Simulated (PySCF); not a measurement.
InH2I, SMILES [InH2][I].

Geometry optimised at r2SCAN-D4/def2-TZVP. The def2 effective core potentials stand for the cores of I, In; spin–orbit coupling is left out.

Computed with C-PCM-M06-2X/def2-SVP (PySCF 2.14.0).

The values are the electrostatic part of the solvation free energy, E(continuum) − E(gas) at the gas-phase geometry, in a cavity of scaled van der Waals radii (PySCF's table); cavitation and dispersion terms are not included. A continuum can't describe solvent molecules that bind to the metal. In vacuum the orbital gap is 6.73 eV. The dipole moment in vacuum is 2.70 D.

```
solvent            ε  ΔG(elec) (kcal/mol)  dipole (D)  gap (eV)
-------------  -----  -------------------  ----------  --------
water          78.36                 -6.1        3.90      7.49
chlorobenzene   5.70                 -4.9        3.65      7.34
benzene         2.27                 -3.2        3.29      7.12
```
